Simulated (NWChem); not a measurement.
System: BF

Excerpt of the output:

```
             Northwest Computational Chemistry Package (NWChem) 7.3.0
             --------------------------------------------------------

                             Geometry "geometry" -> ""
                             -------------------------

 Output coordinates in angstroms (scale by  1.889725989 to convert to a.u.)

  No.       Tag          Charge          X              Y              Z
 ---- ---------------- ---------- -------------- -------------- --------------
    1 B                    5.0000     0.00000000     0.00000000    -0.81506600
    2 F                    9.0000     0.00000000     0.00000000     0.45957000

 Effective nuclear repulsion energy (a.u.)      18.6821776609

                              NWChem Property Module
                              ----------------------

  itol2e modified to match energy
  convergence criterion.

                                 NWChem DFT Module
                                 -----------------

 Summary of "ao basis" -> "ao basis" (spherical)
 ------------------------------------------------------------------------------
       Tag                 Description            Shells   Functions and Types
 ---------------- ------------------------------  ------  ---------------------
 B                           pcj-1                  11       27   5s4p2d
 F                           pcj-1                  11       27   5s4p2d

  itol2e modified to match energy
  convergence criterion.

            General Information
            -------------------
          SCF calculation type: DFT
          Wavefunction type:  spin polarized.
          No. of atoms     :     2
          No. of electrons :    14
           Alpha electrons :     7
            Beta electrons :     7
          Charge           :     0
          Spin multiplicity:     1
          Use of symmetry is: off; symmetry adaption is: off
          Maximum number of iterations: 150
          AO basis - number of functions:    54
                     number of shells:    22
          Convergence on energy requested:  1.00D-07
          Convergence on density requested:  1.00D-05
          Convergence on gradient requested:  5.00D-04

              XC Information
              --------------
                         B3LYP Method XC Potential
                     Hartree-Fock (Exact) Exchange  0.200
                        Slater Exchange Functional  0.800 local
                    Becke 1988 Exchange Functional  0.720 non-local
              Lee-Yang-Parr Correlation Functional  0.810
                  VWN I RPA Correlation Functional  0.190 local

             Grid Information
             ----------------
          Grid used for XC integration:  fine
          Radial quadrature: Mura-Knowles
          Angular quadrature: Lebedev.
          Tag              B.-S. Rad. Rad. Pts. Rad. Cut. Ang. Pts.
          ---              ---------- --------- --------- ---------
          B                   0.85       70           6.0       590
          F                   0.50       70           6.0       590
          Grid pruning is: on
          Number of quadrature shells:   140
          Spatial weights used:  Erf1

      Superposition of Atomic Density Guess
      -------------------------------------

 Sum of atomic energies:        -123.89852241

      Non-variational initial energy
      ------------------------------

 Total energy =    -124.124543
 1-e energy   =    -208.099882
 2-e energy   =      65.293161
 HOMO         =      -0.317362
 LUMO         =       0.047852

   convergence    iter        energy       DeltaE   RMS-Dens  Diis-err
 ---------------- ----- ----------------- --------- --------- ---------
 d= 0,ls=0.0,diis     1   -124.6250119323 -1.43D+02  5.60D-03  3.29D-01
                                                     5.60D-03  3.29D-01
 d= 0,ls=0.0,diis     2   -124.5803912468  4.46D-02  4.30D-03  2.66D-01
                                                     4.30D-03  2.66D-01
 d= 0,ls=0.0,diis     3   -124.6433652001 -6.30D-02  1.19D-03  8.80D-02
                                                     1.19D-03  8.80D-02
 d= 0,ls=0.0,diis     4   -124.6668973264 -2.35D-02  3.89D-04  6.22D-04
                                                     3.89D-04  6.22D-04
 d= 0,ls=0.0,diis     5   -124.6671975546 -3.00D-04  3.64D-05  4.97D-06
                                                     3.64D-05  4.97D-06
  Resetting Diis
 d= 0,ls=0.0,diis     6   -124.6671995546 -2.00D-06  2.38D-06  1.74D-07
                                                     2.38D-06  1.74D-07
 d= 0,ls=0.0,diis     7   -124.6671996061 -5.15D-08  1.18D-06  2.58D-09
                                                     1.18D-06  2.58D-09

         Total DFT energy =     -124.667199606095
      One electron energy =     -208.521062799790
           Coulomb energy =       79.609441194070
    Exchange-Corr. energy =      -14.437755661280
 Nuclear repulsion energy =       18.682177660906

 Numeric. integr. density =       13.999999892474

                    DFT Final Alpha Molecular Orbital Analysis
                    ------------------------------------------

 Vector    5  Occ=1.000000D+00  E=-5.302692D-01
              MO Center= -2.1D-10,  2.2D-10,  3.6D-01, r^2= 5.7D-01
   Bfn.  Coefficient  Atom+Function         Bfn.  Coefficient  Atom+Function
  ----- ------------  ---------------      ----- ------------  ---------------
    40      0.356569  2 F  py                39      0.323508  2 F  px
    43      0.306086  2 F  py                42      0.277705  2 F  px
    37      0.173095  2 F  py                36      0.157046  2 F  px
    13      0.082235  1 B  py                12      0.074610  1 B  px
    10      0.046022  1 B  py                 9      0.041755  1 B  px

 Vector    6  Occ=1.000000D+00  E=-5.302692D-01
              MO Center= -8.5D-10,  7.8D-10,  3.6D-01, r^2= 5.7D-01
   Bfn.  Coefficient  Atom+Function         Bfn.  Coefficient  Atom+Function
  ----- ------------  ---------------      ----- ------------  ---------------
    39      0.356569  2 F  px                40     -0.323508  2 F  py
    42      0.306086  2 F  px                43     -0.277705  2 F  py
    36      0.173095  2 F  px                37     -0.157046  2 F  py
    12      0.082235  1 B  px                13     -0.074610  1 B  py
     9      0.046022  1 B  px                10     -0.041755  1 B  py

 Vector    7  Occ=1.000000D+00  E=-2.860554D-01
              MO Center=  5.8D-09, -4.9D-09, -1.2D+00, r^2= 1.3D+00
   Bfn.  Coefficient  Atom+Function         Bfn.  Coefficient  Atom+Function
  ----- ------------  ---------------      ----- ------------  ---------------
     5      0.659552  1 B  s                  4      0.404806  1 B  s
    14     -0.206756  1 B  pz                 3     -0.153174  1 B  s
    32     -0.137041  2 F  s                 41      0.130952  2 F  pz
    11     -0.124353  1 B  pz                 2     -0.121839  1 B  s
    44      0.117080  2 F  pz                17     -0.104029  1 B  pz

 Vector    8  Occ=0.000000D+00  E=-4.648280D-02
              MO Center= -1.0D-10, -1.0D-10, -8.0D-01, r^2= 2.2D+00
   Bfn.  Coefficient  Atom+Function         Bfn.  Coefficient  Atom+Function
  ----- ------------  ---------------      ----- ------------  ---------------
    16      0.441854  1 B  py                15      0.396514  1 B  px
    13      0.341516  1 B  py                12      0.306472  1 B  px
    43     -0.189918  2 F  py                42     -0.170430  2 F  px
    40     -0.144311  2 F  py                10      0.139919  1 B  py
    39     -0.129503  2 F  px                 9      0.125561  1 B  px

 Vector    9  Occ=0.000000D+00  E=-4.648280D-02
              MO Center=  3.0D-09, -2.7D-09, -8.0D-01, r^2= 2.2D+00
   Bfn.  Coefficient  Atom+Function         Bfn.  Coefficient  Atom+Function
  ----- ------------  ---------------      ----- ------------  ---------------
    15      0.441854  1 B  px                16     -0.396514  1 B  py
    12      0.341516  1 B  px                13     -0.306472  1 B  py
    42     -0.189918  2 F  px                43      0.170430  2 F  py
    39     -0.144311  2 F  px                 9      0.139919  1 B  px
    40      0.129503  2 F  py                10     -0.125561  1 B  py

 Vector   10  Occ=0.000000D+00  E= 1.019647D-01
              MO Center= -7.5D-09,  6.7D-09, -4.7D-01, r^2= 4.2D+00
   Bfn.  Coefficient  Atom+Function         Bfn.  Coefficient  Atom+Function
  ----- ------------  ---------------      ----- ------------  ---------------
    17      1.098197  1 B  pz                32     -0.678331  2 F  s
     5      0.649847  1 B  s                 31     -0.148015  2 F  s
     4     -0.113672  1 B  s                 14      0.099008  1 B  pz
    44      0.068774  2 F  pz                11      0.063702  1 B  pz
    41      0.063995  2 F  pz                30      0.061604  2 F  s

                     DFT Final Beta Molecular Orbital Analysis
                     -----------------------------------------

 Vector    5  Occ=1.000000D+00  E=-5.302692D-01
              MO Center= -2.1D-10,  2.2D-10,  3.6D-01, r^2= 5.7D-01
   Bfn.  Coefficient  Atom+Function         Bfn.  Coefficient  Atom+Function
  ----- ------------  ---------------      ----- ------------  ---------------
    40      0.356587  2 F  py                39      0.323488  2 F  px
    43      0.306101  2 F  py                42      0.277688  2 F  px
    37      0.173104  2 F  py                36      0.157036  2 F  px
    13      0.082239  1 B  py                12      0.074605  1 B  px
    10      0.046025  1 B  py                 9      0.041753  1 B  px

 Vector    6  Occ=1.000000D+00  E=-5.302692D-01
              MO Center= -8.5D-10,  7.8D-10,  3.6D-01, r^2= 5.7D-01
   Bfn.  Coefficient  Atom+Function         Bfn.  Coefficient  Atom+Function
  ----- ------------  ---------------      ----- ------------  ---------------
    39      0.356587  2 F  px                40     -0.323488  2 F  py
    42      0.306101  2 F  px                43     -0.277688  2 F  py
    36      0.173104  2 F  px                37     -0.157036  2 F  py
    12      0.082239  1 B  px                13     -0.074605  1 B  py
     9      0.046025  1 B  px                10     -0.041753  1 B  py

 Vector    7  Occ=1.000000D+00  E=-2.860554D-01
              MO Center=  5.8D-09, -4.9D-09, -1.2D+00, r^2= 1.3D+00
   Bfn.  Coefficient  Atom+Function         Bfn.  Coefficient  Atom+Function
  ----- ------------  ---------------      ----- ------------  ---------------
     5      0.659552  1 B  s                  4      0.404806  1 B  s
    14     -0.206756  1 B  pz                 3     -0.153174  1 B  s
    32     -0.137041  2 F  s                 41      0.130952  2 F  pz
    11     -0.124353  1 B  pz                 2     -0.121839  1 B  s
    44      0.117080  2 F  pz                17     -0.104029  1 B  pz

 Vector    8  Occ=0.000000D+00  E=-4.648280D-02
              MO Center= -1.0D-10, -1.0D-10, -8.0D-01, r^2= 2.2D+00
   Bfn.  Coefficient  Atom+Function         Bfn.  Coefficient  Atom+Function
  ----- ------------  ---------------      ----- ------------  ---------------
    16      0.441861  1 B  py                15      0.396507  1 B  px
    13      0.341521  1 B  py                12      0.306466  1 B  px
    43     -0.189921  2 F  py                42     -0.170427  2 F  px
    40     -0.144313  2 F  py                10      0.139921  1 B  py
    39     -0.129500  2 F  px                 9      0.125559  1 B  px

 Vector    9  Occ=0.000000D+00  E=-4.648280D-02
              MO Center=  3.0D-09, -2.7D-09, -8.0D-01, r^2= 2.2D+00
   Bfn.  Coefficient  Atom+Function         Bfn.  Coefficient  Atom+Function
  ----- ------------  ---------------      ----- ------------  ---------------
    15      0.441861  1 B  px                16     -0.396507  1 B  py
    12      0.341521  1 B  px                13     -0.306466  1 B  py
    42     -0.189921  2 F  px                43      0.170427  2 F  py
    39     -0.144313  2 F  px                 9      0.139921  1 B  px
    40      0.129500  2 F  py                10     -0.125559  1 B  py

[...]

      -----------------------------------
      Indirect Spin-Spin Coupling Tensors
      -----------------------------------

      ---------------------------------------------------
      Calculating Fermi-Contact and Spin-Dipole Responses
      ---------------------------------------------------

                                NWChem CPHF Module
                                ------------------

  scftype          =     UHF
  nalpha           =        7
  nbeta            =        7
  variables        =      658
  # of vectors     =       13
  tolerance        = 0.10D-03
  level shift      = 0.00D+00
  max iterations   =       50
  max subspace     =      130

 SCF residual:    1.6676536199101722E-004

Iterative solution of linear equations
  No. of variables      658
  No. of equations       13
  Maximum subspace      130
        Iterations       50
       Convergence  1.0D-04

   iter   nsub   residual    time
   ----  ------  --------  ---------
     1     13    1.15D+01       3.2
     2     26    2.41D+00       5.3
     3     39    1.87D-01       7.0
     4     52    9.99D-03       8.6
     5     65    2.34D-04      10.3
     6     78    7.31D-06      11.9

      ----------------------------------------------
      Calculating Paramagnetic Spin-Orbit Responses
      ----------------------------------------------

                                NWChem CPHF Module
                                ------------------

  scftype          =     UHF
  nalpha           =        7
  nbeta            =        7
  variables        =      658
  # of vectors     =        3
  tolerance        = 0.10D-03
  level shift      = 0.00D+00
  max iterations   =       50
  max subspace     =       30

 SCF residual:    1.6676536199101722E-004

Iterative solution of linear equations
  No. of variables      658
  No. of equations        3
  Maximum subspace       30
        Iterations       50
       Convergence  1.0D-04

   iter   nsub   residual    time
   ----  ------  --------  ---------
     1      3    3.86D-01      12.6
     2      6    2.94D-02      13.3
     3      9    2.03D-03      13.9
     4     12    8.49D-05      14.5

      ----------------------------------
      Indirect Spin-Spin Tensors (in Hz)
      ----------------------------------

      -------------------------------------------------
      Atom    1:  11-B  and Atom    2:  19-F

      Respective Nuclear g-factors: 1.792425 & 5.257734
      -------------------------------------------------

      Fermi Contact (FC) Term (Hz):
   -297.3088      0.0000      0.0000
      0.0000   -297.3088      0.0000
      0.0000      0.0000   -297.3088
        Isotropic =    -297.3088

      Spin-Dipole   (SD) Term (Hz):
      9.1315     -0.0000     -0.0000
     -0.0000      9.1315      0.0000
      0.0000     -0.0000    -43.6249
        Isotropic =      -8.4540

      FC - SD  Cross Term (Hz):
    -51.6927     -0.0000      0.0000
     -0.0000    -51.6927     -0.0000
      0.0000     -0.0000    103.3854
        Isotropic =      -0.0000

      Paramagnetic Spin-Orbit Term (Hz):
   -235.6595     -0.0000     -0.0000
     -0.0000   -235.6595      0.0000
      0.0000     -0.0000    154.3366
        Isotropic =    -105.6608

      Diamagnetic Spin-Orbit Term (Hz):
    -12.2581      0.0000      0.0000
      0.0000    -12.2581     -0.0000
      0.0000     -0.0000     23.4264
        Isotropic =      -0.3633

      Total Spin-Spin Coupling Tensor (Hz):
   -587.7876     -0.0000      0.0000
     -0.0000   -587.7876     -0.0000
      0.0000     -0.0000    -59.7853

      Isotropic Spin-Spin Coupling =    -411.7869 Hz
```

Level: B3LYP/pcJ-1. Structure relaxed at the PBE-D3(BJ)/def2-SVP level.

Question: Write an input that gives this output.

Answer: This is not unique; one that fits is the input that was run:
```
start job
memory heap 200 mb stack 900 mb global 1100 mb
geometry units angstroms noautosym nocenter noautoz
  B      0.000000     0.000000    -0.815066
  F      0.000000     0.000000     0.459570
end
basis spherical
  * library pcj-1
end
dft
  odft
  mult 1
  xc b3lyp
  iterations 150
end
property
  spinspin 1 1 2
end
task dft property
```
